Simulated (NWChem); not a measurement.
System: CH$_{3}$ClCrOS; SMILES [S]=[Cr]([CH3])([Cl])=[O]

Input file for NWChem:

```
start job
memory heap 200 mb stack 900 mb global 1100 mb
geometry units angstroms
  Cr     0.189924     0.163321    -0.200160
  O      1.316490     0.881020    -0.984597
  S      0.738793    -0.251790     1.734128
  Cl    -1.090460    -1.211776    -0.914639
  C     -1.017358     1.832158     0.186109
  H     -0.457285     2.638144     0.657986
  H     -1.843800     1.550003     0.843629
  H     -1.417888     2.202505    -0.760413
end
basis spherical
  * library 6-31g*
end
dft
  xc b3lyp
  iterations 150
end
driver
  maxiter 120
end
task dft optimize
```

Output (shortened):

```
             Northwest Computational Chemistry Package (NWChem) 7.3.0
             --------------------------------------------------------

 C1  symmetry detected

                             Geometry "geometry" -> ""
                             -------------------------

 Output coordinates in angstroms (scale by  1.889725989 to convert to a.u.)

  No.       Tag          Charge          X              Y              Z
 ---- ---------------- ---------- -------------- -------------- --------------
    1 Cr                  24.0000     0.22185503     0.00523362     0.23509269
    2 O                    8.0000     1.30669386     0.36020625     1.28232875
    3 S                   16.0000    -1.09832724     1.54893169    -0.06350306
    4 Cl                  17.0000    -0.66053997    -1.78137071    -0.02982091
    5 C                    6.0000     1.37712208     0.26475786    -1.49399832
    6 H                    1.0000     1.85563614     1.24267569    -1.51976894
    7 H                    1.0000     0.74776101     0.16072965    -2.38171063
    8 H                    1.0000     2.15821414    -0.49881424    -1.51238074

 Effective nuclear repulsion energy (a.u.)     480.7791338450

                                Z-matrix (autoz)
                                --------

 Units are Angstrom for bonds and degrees for angles

      Type          Name      I     J     K     L     M      Value
      ----------- --------  ----- ----- ----- ----- ----- ----------
    1 Stretch                  1     2                       1.54906
    2 Stretch                  1     3                       2.05306
    3 Stretch                  1     4                       2.01016
    4 Stretch                  1     5                       2.09565
    5 Stretch                  5     6                       1.08902
    6 Stretch                  5     7                       1.09314
    7 Stretch                  5     8                       1.09247
    8 Bend                     1     5     6               111.89812
    9 Bend                     1     5     7               109.92937
   10 Bend                     1     5     8               108.75202
   11 Bend                     2     1     3               112.10789
   12 Bend                     2     1     4               126.88283
   13 Bend                     2     1     5                98.24190
   14 Bend                     3     1     4               111.52104
   15 Bend                     3     1     5                98.12705
   16 Bend                     4     1     5               104.08257
   17 Bend                     6     5     7               108.61563
   18 Bend                     6     5     8               108.24477
   19 Bend                     7     5     8               109.35753
   20 Torsion                  2     1     5     6         -53.12986
   21 Torsion                  2     1     5     7        -173.90679
   22 Torsion                  2     1     5     8          66.39493
   23 Torsion                  3     1     5     6          60.75013
   24 Torsion                  3     1     5     7         -60.02681
   25 Torsion                  3     1     5     8        -179.72508
   26 Torsion                  4     1     5     6         175.45031
   27 Torsion                  4     1     5     7          54.67337
   28 Torsion                  4     1     5     8         -65.02491

                           NWChem Geometry Optimization
                           ----------------------------

 maximum gradient threshold         (gmax) =   0.000450
 rms gradient threshold             (grms) =   0.000300
 maximum cartesian step threshold   (xmax) =   0.001800
 rms cartesian step threshold       (xrms) =   0.001200
 fixed trust radius                (trust) =   0.300000
 source of zmatrix                         =   autoz

          -------------------
          Energy Minimization
          -------------------

 Using diagonal initial Hessian
 Scaling for Hessian diagonals: bonds = 1.00  angles = 0.25  torsions = 0.10

          --------
          Step   0

                                 NWChem DFT Module
                                 -----------------

 Summary of "ao basis" -> "ao basis" (spherical)
 ------------------------------------------------------------------------------
       Tag                 Description            Shells   Functions and Types
 ---------------- ------------------------------  ------  ---------------------
 Cr                          6-31g*                 12       34   5s4p2d1f
 O                           6-31g*                  6       14   3s2p1d
 S                           6-31g*                  8       18   4s3p1d
 Cl                          6-31g*                  8       18   4s3p1d
 C                           6-31g*                  6       14   3s2p1d
 H                           6-31g*                  2        2   2s

            General Information
            -------------------
          SCF calculation type: DFT
          Wavefunction type:  closed shell.
          No. of atoms     :     8
          No. of electrons :    74
           Alpha electrons :    37
            Beta electrons :    37
          Charge           :     0
          Spin multiplicity:     1
          Use of symmetry is: off; symmetry adaption is: off
          Maximum number of iterations: 150
          AO basis - number of functions:   104
                     number of shells:    46
          Convergence on energy requested:  1.00D-06
          Convergence on density requested:  1.00D-05
          Convergence on gradient requested:  5.00D-04

              XC Information
              --------------
                         B3LYP Method XC Potential
                     Hartree-Fock (Exact) Exchange  0.200
                        Slater Exchange Functional  0.800 local
                    Becke 1988 Exchange Functional  0.720 non-local
              Lee-Yang-Parr Correlation Functional  0.810
                  VWN I RPA Correlation Functional  0.190 local

             Grid Information
             ----------------
          Grid used for XC integration:  medium
          Radial quadrature: Mura-Knowles
          Angular quadrature: Lebedev.
          Tag              B.-S. Rad. Rad. Pts. Rad. Cut. Ang. Pts.
          ---              ---------- --------- --------- ---------
          Cr                  1.40      112           8.0       590
          O                   0.60       49          10.0       434
          S                   1.00       88          10.0       590
          Cl                  1.00       88          11.0       590
          C                   0.70       49          10.0       434
          H                   0.35       45          11.0       434
          Grid pruning is: on
          Number of quadrature shells:   521
          Spatial weights used:  Erf1

      Superposition of Atomic Density Guess
      -------------------------------------

 Sum of atomic energies:       -2013.88762594

      Non-variational initial energy
      ------------------------------

 Total energy =   -2014.491588
 1-e energy   =   -3732.223356
 2-e energy   =    1236.952634
 HOMO         =      -0.322835
 LUMO         =      -0.073010

[...]

      ----------------------
      Optimization converged
      ----------------------

  Step       Energy      Delta E   Gmax     Grms     Xrms     Xmax
  ---- ---------------- -------- -------- -------- -------- --------
@    5   -2017.96786826  6.0D-07  0.00009  0.00002  0.00044  0.00094
                                     ok       ok       ok       ok

                                Z-matrix (autoz)
                                --------

 Units are Angstrom for bonds and degrees for angles

      Type          Name      I     J     K     L     M      Value     Gradient
      ----------- --------  ----- ----- ----- ----- ----- ---------- ----------
    1 Stretch                  1     2                       1.54185   -0.00002
    2 Stretch                  1     3                       1.98473    0.00005
    3 Stretch                  1     4                       2.13323    0.00009
    4 Stretch                  1     5                       1.98913   -0.00000
    5 Stretch                  5     6                       1.09083   -0.00001
    6 Stretch                  5     7                       1.09322   -0.00001
    7 Stretch                  5     8                       1.09544   -0.00001
    8 Bend                     1     5     6               111.63676   -0.00002
    9 Bend                     1     5     7               107.33661    0.00003
   10 Bend                     1     5     8               103.63754    0.00001
   11 Bend                     2     1     3               111.01805   -0.00001
   12 Bend                     2     1     4               114.34538    0.00001
   13 Bend                     2     1     5               103.00215    0.00000
   14 Bend                     3     1     4               114.62500    0.00001
   15 Bend                     3     1     5               103.53667   -0.00001
   16 Bend                     4     1     5               109.04066    0.00001
   17 Bend                     6     5     7               111.23585   -0.00001
   18 Bend                     6     5     8               110.81980   -0.00000
   19 Bend                     7     5     8               111.89397   -0.00001
   20 Torsion                  2     1     5     6         -56.46306    0.00001
   21 Torsion                  2     1     5     7        -178.60614    0.00002
   22 Torsion                  2     1     5     8          62.85812    0.00001
   23 Torsion                  3     1     5     6          59.27197   -0.00001
   24 Torsion                  3     1     5     7         -62.87111   -0.00000
   25 Torsion                  3     1     5     8         178.59315   -0.00001
   26 Torsion                  4     1     5     6        -178.28372    0.00000
   27 Torsion                  4     1     5     7          59.57320    0.00001
   28 Torsion                  4     1     5     8         -58.96254   -0.00000

                         Geometry "geometry" -> "geometry"
                         ---------------------------------

 Output coordinates in angstroms (scale by  1.889725989 to convert to a.u.)

  No.       Tag          Charge          X              Y              Z
 ---- ---------------- ---------- -------------- -------------- --------------
    1 Cr                  24.0000     0.24475238     0.07132488     0.09818528
    2 O                    8.0000     1.23725769     0.29715466     1.25630254
    3 S                   16.0000    -1.05106754     1.56909363    -0.03107345
    4 Cl                  17.0000    -0.63559064    -1.87141579     0.06069567
    5 C                    6.0000     1.38266125     0.29942115    -1.51729492
    6 H                    1.0000     1.87894648     1.27078027    -1.52581335
    7 H                    1.0000     0.73665130     0.17714653    -2.39070322
    8 H                    1.0000     2.11480413    -0.51115553    -1.43405971

 Effective nuclear repulsion energy (a.u.)     480.3415671063

                Final and change from initial internal coordinates
                --------------------------------------------------

                                Z-matrix (autoz)
                                --------

 Units are Angstrom for bonds and degrees for angles

      Type          Name      I     J     K     L     M      Value       Change
      ----------- --------  ----- ----- ----- ----- ----- ---------- ----------
    1 Stretch                  1     2                       1.54185   -0.00721
    2 Stretch                  1     3                       1.98473   -0.06832
    3 Stretch                  1     4                       2.13323    0.12306
    4 Stretch                  1     5                       1.98913   -0.10652
    5 Stretch                  5     6                       1.09083    0.00181
    6 Stretch                  5     7                       1.09322    0.00008
    7 Stretch                  5     8                       1.09544    0.00298
    8 Bend                     1     5     6               111.63676   -0.26136
    9 Bend                     1     5     7               107.33661   -2.59276
   10 Bend                     1     5     8               103.63754   -5.11447
   11 Bend                     2     1     3               111.01805   -1.08984
   12 Bend                     2     1     4               114.34538  -12.53745
   13 Bend                     2     1     5               103.00215    4.76025
   14 Bend                     3     1     4               114.62500    3.10396
   15 Bend                     3     1     5               103.53667    5.40963
   16 Bend                     4     1     5               109.04066    4.95809
   17 Bend                     6     5     7               111.23585    2.62023
   18 Bend                     6     5     8               110.81980    2.57503
   19 Bend                     7     5     8               111.89397    2.53644
   20 Torsion                  2     1     5     6         -56.46306   -3.33320
   21 Torsion                  2     1     5     7        -178.60614   -4.69934
   22 Torsion                  2     1     5     8          62.85812   -3.53681
   23 Torsion                  3     1     5     6          59.27197   -1.47816
   24 Torsion                  3     1     5     7         -62.87111   -2.84430
   25 Torsion                  3     1     5     8         178.59315   -1.68177
   26 Torsion                  4     1     5     6        -178.28372    6.26597
   27 Torsion                  4     1     5     7          59.57320    4.89983
   28 Torsion                  4     1     5     8         -58.96254    6.06237

 ==============================================================================
                                internuclear distances
 ------------------------------------------------------------------------------
       center one      |      center two      | atomic units |  angstroms
 ------------------------------------------------------------------------------
    2 O                |   1 Cr               |     2.91367  |     1.54185
    3 S                |   1 Cr               |     3.75060  |     1.98473
    4 Cl               |   1 Cr               |     4.03121  |     2.13323
    5 C                |   1 Cr               |     3.75891  |     1.98913
    6 H                |   5 C                |     2.06137  |     1.09083
    7 H                |   5 C                |     2.06588  |     1.09322
    8 H                |   5 C                |     2.07009  |     1.09544
 ------------------------------------------------------------------------------
                         number of included internuclear distances:          7
 ==============================================================================
```

Level: B3LYP/6-31G* (spherical d). No frequency run checked for a minimum.
